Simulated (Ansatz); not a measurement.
A nudged elastic band was laid between two geometries of AlGeH₆NOS (11 atoms, charge 0, multiplicity 1).

Theory: Ansatz 0.2.0, RKS PBE0-D4/def2-SVP.

| Item | Value |
| --- | --- |
| movable images | 5 |
| climbing image | yes |
| spring | 5.0 eV/Å² |
| optimiser | quadratic models (default) |
| start path | IDPP |
| force threshold | 0.2 eV/Å |
| iteration limit | 43 |
| end points | relaxed |

Image 0:

```xyz
11
Properties=species:S:1:pos:R:3
N -1.303 -0.660 1.624
Al 0.245 -0.513 0.773
S 1.869 -1.811 1.478
Ge 0.469 1.051 -1.137
O -0.779 0.663 -2.379
H -2.114 -0.071 1.473
H -1.500 -1.331 2.359
H 2.712 -1.452 0.485
H 0.337 2.547 -0.747
H 1.790 0.891 -1.913
H -1.661 0.627 -1.996
```

Image 6:

```xyz
11
Properties=species:S:1:pos:R:3
N -0.679 -1.391 1.065
Al 0.600 -0.216 0.749
S 2.373 -0.002 2.024
Ge 0.166 1.133 -1.262
O -1.458 0.455 -1.674
H -0.771 -2.073 1.808
H -1.481 -1.427 0.441
H 1.996 -0.971 2.888
H 0.038 2.667 -1.078
H 1.115 0.924 -2.471
H -1.834 0.845 -2.470
```

Problem. Which bonds break or form, and what moves?

Solution. No bond is made or broken. The height of N1 over the plane of its neighbours goes from -0.01 to 0.00 Å.

Problem. What energy profile does the band end with?

Solution. The forces met the threshold. The highest image is number 2 of 0 to 6, 5.8 kcal/mol above the first end and 7.2 kcal/mol above the last; the last end lies 1.4 kcal/mol below the first. The threshold of 0.2 eV/Å is loose, so the images may lie well off the minimum-energy path. The profile has 2 maxima (images 2, 5) with wells between them (image 4): this band takes more than one step, which may be the mechanism or a detour left from its start path. A structure lower than the first end lies on the path between it and the top, so the climb from that side starts below the end, which may itself be a saddle point or a shallow side well. The order of the stationary point at the top wasn't checked.

```json
{"image": "0", "path coordinate (Å)": "0.00", "energy (kcal/mol)": "0.0", "height of N1 over the plane of its neighbours (Å)": "-0.01"}
{"image": "1", "path coordinate (Å)": "1.71", "energy (kcal/mol)": "-0.2", "height of N1 over the plane of its neighbours (Å)": "-0.04"}
{"image": "2", "path coordinate (Å)": "3.42", "energy (kcal/mol)": "5.8", "height of N1 over the plane of its neighbours (Å)": "-0.19"}
{"image": "3", "path coordinate (Å)": "4.81", "energy (kcal/mol)": "0.6", "height of N1 over the plane of its neighbours (Å)": "0.02"}
{"image": "4", "path coordinate (Å)": "6.19", "energy (kcal/mol)": "-0.6", "height of N1 over the plane of its neighbours (Å)": "-0.01"}
{"image": "5", "path coordinate (Å)": "7.58", "energy (kcal/mol)": "1.2", "height of N1 over the plane of its neighbours (Å)": "-0.04"}
{"image": "6", "path coordinate (Å)": "8.97", "energy (kcal/mol)": "-1.4", "height of N1 over the plane of its neighbours (Å)": "0.00"}
```

Problem. What is the geometry of the highest image?

Solution. 
```xyz
11
Properties=species:S:1:pos:R:3
N -1.250 -0.715 1.553
Al 0.324 -0.288 0.804
S 2.183 -0.536 1.936
Ge 0.335 0.624 -1.497
O -1.363 0.725 -2.069
H -1.619 -0.175 2.332
H -1.597 -1.665 1.640
H 2.978 -0.082 0.940
H 0.880 2.066 -1.583
H 1.158 -0.215 -2.508
H -1.964 0.204 -1.527
```

Time of the run: 5.6 min on 2 threads of Arm Neoverse V1, on a shared host, peak memory 0.37 GiB.
